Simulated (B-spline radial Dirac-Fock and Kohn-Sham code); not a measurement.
## Radiative decay of the 2s hole in Hg²⁺

System: the Hg²⁺ ion, [Xe] 4f14 5d10.

The run's input, task.json:

```json
{"items": [{
  "Z": 80,
  "q": 2,
  "cfg": [[1, 0, 2], [2, 0, 2], [2, 1, 6], [3, 0, 2], [3, 1, 6], [3, 2, 10], [4, 0, 2], [4, 1, 6], [4, 2, 10], [4, 3, 14], [5, 0, 2], [5, 1, 6], [5, 2, 10]],
  "A": 202,
  "rrms": 5.4648,
  "do": ["binding", "quiet", "decay"],
  "holes": ["K", "L1", "L2", "L3", "M1", "M2", "M3", "M4", "M5", "N1", "N2", "N3", "N4", "N5", "N6", "N7"]
}]}
```

Command: `python xray_run.py task.json out`

Method: a relativistic independent-particle model: LDA orbitals of the hole state, radiative multipoles to third order, Auger rates from the Coulomb interaction with a continuum orbital, Dirac-Fock energies. Computed with a radial atomic solver.

```tsv
line	multipole	energy (eV)	width (meV)	share (%)
L1-L2	E1	640.7	0.218	0.0181
L1-L3	E1	2566.3	33.6	2.79
Lβ4	E1	11565.5	402	33.4
Lβ3	E1	11996.6	458	38.0
L1-M4	E2	12463.0	13.9	1.15
L1-M5	E2	12553.8	20.8	1.73
Lγ2	E1	14163.5	102	8.48
Lγ3	E1	14268.1	125	10.4
L1-N4	E2	14468.4	2.03	0.169
L1-N5	E2	14487.9	3.21	0.267
L1-O2	E1	14765.4	19.2	1.59
Lγ4	E1	14783.5	23.1	1.92
L1-O4	E2	14842.3	0.216	0.0179
L1-O5	E2	14844.1	0.336	0.0279
```

The listed lines hold 100.0 % of the radiative rate. The radiative width is 1.20 eV in the length form and 1.21 eV in the velocity form; the two differ because the transition energies are not eigenvalue differences of the potential that gave the orbitals.
